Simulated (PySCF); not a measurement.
Field gradients at the hydrogen positions

Species: C7H11N.
Structure used (PBE0-D3(BJ)/def2-SVP), in Å, numbered top down from 1:
```xyz
19
C7H11N angstrom
C      2.1681   -1.6314    0.0159
N      1.3560   -0.7972    0.5100
C      1.0072    0.3438   -0.2426
C      0.7392    1.6267    0.5394
C     -0.3679    0.8821   -0.0739
C     -1.5327    1.1224   -0.9538
C     -1.6709    0.3108    0.3228
C     -1.9015   -1.1756    0.2673
H      2.6258   -1.5153   -0.9867
H      2.4486   -2.5221    0.5942
H      1.4780    0.4576   -1.2333
H      1.0715    2.5636    0.0834
H      0.8707    1.5533    1.6223
H     -1.5829    0.5806   -1.9037
H     -1.9634    2.1278   -0.9795
H     -2.1744    0.8265    1.1489
H     -1.3786   -1.6211   -0.5923
H     -2.9732   -1.4113    0.1741
H     -1.5141   -1.6654    1.1731
```

Level: PBE0/pcSseg-1 (PySCF, non-relativistic); Q(2H) = 0.00286 b; rigid geometry, the same for H and D, with no vibrational averaging.

Question: Rank these positions by the coupling χzz of a deuteron there, largest first.
A. H16 (methine hydrogen)
B. H11 (methine hydrogen)
C. H9 (hydrogen on a C=N carbon)
D. H10 (hydrogen on a C=N carbon)
E. H15 (methylene hydrogen)

Answer: E (205 kHz), A (201 kHz), D (196 kHz), B (191 kHz), C (184 kHz).

Question: Give the electric field gradient Vzz (the principal value of largest size), its asymmetry and the 2H coupling at each hydrogen.

Answer: 
```json
{"atom": "H9", "bonded to": "C1", "bond length (Å)": "1.108", "Vzz (au)": "0.2738", "η": "0.06", "χzz (kHz)": "184"}
{"atom": "H10", "bonded to": "C1", "bond length (Å)": "1.098", "Vzz (au)": "0.2921", "η": "0.04", "χzz (kHz)": "196"}
{"atom": "H11", "bonded to": "C3", "bond length (Å)": "1.103", "Vzz (au)": "0.2837", "η": "0.13", "χzz (kHz)": "191"}
{"atom": "H12", "bonded to": "C4", "bond length (Å)": "1.094", "Vzz (au)": "0.3057", "η": "0.07", "χzz (kHz)": "205"}
{"atom": "H13", "bonded to": "C4", "bond length (Å)": "1.093", "Vzz (au)": "0.3044", "η": "0.06", "χzz (kHz)": "205"}
{"atom": "H14", "bonded to": "C6", "bond length (Å)": "1.095", "Vzz (au)": "0.3044", "η": "0.07", "χzz (kHz)": "205"}
{"atom": "H15", "bonded to": "C6", "bond length (Å)": "1.094", "Vzz (au)": "0.3057", "η": "0.07", "χzz (kHz)": "205"}
{"atom": "H16", "bonded to": "C7", "bond length (Å)": "1.096", "Vzz (au)": "0.2987", "η": "0.09", "χzz (kHz)": "201"}
{"atom": "H17", "bonded to": "C8", "bond length (Å)": "1.100", "Vzz (au)": "0.2923", "η": "0.04", "χzz (kHz)": "196"}
{"atom": "H18", "bonded to": "C8", "bond length (Å)": "1.101", "Vzz (au)": "0.2920", "η": "0.02", "χzz (kHz)": "196"}
{"atom": "H19", "bonded to": "C8", "bond length (Å)": "1.100", "Vzz (au)": "0.2918", "η": "0.03", "χzz (kHz)": "196"}
```

Question: How does χzz go with the bond length over the 11 C–H bonds?

Answer: A straight-line fit has a slope of -14.4 kHz for each 0.01 Å, with a correlation coefficient of -0.98, over lengths from 1.093 to 1.108 Å. The longer bonds have the smaller couplings here.

Question: A static deuteron (I = 1) shows a doublet split by (3/2)χ, (3/4)χ(1 + η) and (3/4)χ(1 − η) with the field along z, y and x of the gradient. What are these for H12?

Answer: With |χ| = 205.4 kHz and η = 0.066: 308, 164 and 144 kHz, to first order and without motion.

One conformer (not necessarily the lowest) at the PBE0-D3(BJ)/def2-SVP geometry, without solvent, vibrations or thermal averaging. A larger basis could move these couplings by a tenth or more.
